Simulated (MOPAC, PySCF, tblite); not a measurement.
Potential energy surface of CaF2, singlet: symmetric bend, bond length relaxed. Scanned: F-Ca-F angle. Other coordinates (Ca-F bond length) were minimised at B3LYP/def2-TZVP.

Levels of theory: GFN2-xTB, 300 K electronic temperature (tblite); AM1, restricted, heats of formation (MOPAC); RKS-B3LYP/6-31G* = PySCF 2.14.0 with restricted B3LYP/6-31G*, spherical d; CCSD(T) on RHF/def2-TZVP, 7 core orbitals frozen (PySCF).

Energies relative to the lowest point of each profile, in kcal/mol:

```
a / °  GFN2-xTB   AM1  RKS-B3LYP/6-31G*
-----  --------  ----  ----------------
180         8.3   0.0               0.0
170         8.0   0.1               0.1
160         7.0   0.5               0.4
150         5.6   1.2               1.2
140         3.9   2.5               2.6
130         2.2   4.3               4.7
120         0.8   7.0               7.6
110         0.0  10.6              11.2
100         0.0  15.2              16.0
90          1.4  21.1              22.5
80          4.8  28.5              31.5
```

**Question.** Estimate the CCSD(T) values at these points.

**Answer.** 180: 0.0; 170: 0.0; 160: 0.0; 150: 0.1; 140: 0.5; 130: 1.5; 120: 3.1; 110: 5.7; 100: 9.7; 90: 15.5; 80: 24.2 (kcal/mol).
